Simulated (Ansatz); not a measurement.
Computed with Ansatz.

C₃H₅AlS, SMILES `C=[C]1[S][Al]1[CH3]` at its PBE0-D4/def2-TZVP geometry, where that method's forces vanish. The species carries charge 0 and has multiplicity 1.

```tsv
atom	x (Å)	y (Å)	z (Å)
C1	-0.179	0.792	-2.478
C2	0.062	0.111	-1.368
S3	0.864	-1.551	-1.244
Al4	0.170	-0.414	0.432
C5	-0.053	-0.292	2.348
H6	-0.659	1.764	-2.423
H7	0.083	0.423	-3.466
H8	-0.449	0.680	2.645
H9	-0.741	-1.066	2.699
H10	0.903	-0.447	2.854
```

Problem. For each bond, give half the difference of the two atoms' forces along it (eV/Å; positive pushes the atoms apart) under PBE-D4, r2SCAN-D4, B3LYP-D4, ωB97M-V in def2-TZVPP. (An estimate is asked.)

Solution. The calculation gave: 
```csv
bond,length (Å),PBE-D4,r2SCAN-D4,B3LYP-D4,ωB97M-V
C1–C2,1.324,0.33,0.18,0.01,-0.10
C1–H6,1.085,0.02,-0.05,-0.07,-0.04
C1–H7,1.087,0.02,-0.09,-0.05,-0.04
C2–S3,1.849,0.19,0.20,0.30,0.14
C2–Al4,1.878,-0.10,-0.10,0.01,0.11
S3–Al4,2.140,0.31,0.12,0.17,0.05
Al4–C5,1.932,-0.10,-0.02,0.04,-0.02
C5–H8,1.092,0.11,-0.01,-0.04,-0.05
C5–H9,1.093,0.11,-0.01,-0.04,-0.05
C5–H10,1.093,0.11,-0.01,-0.04,-0.05
```

B3LYP here is the variant with VWN-RPA as its local correlation; programs differ in this.
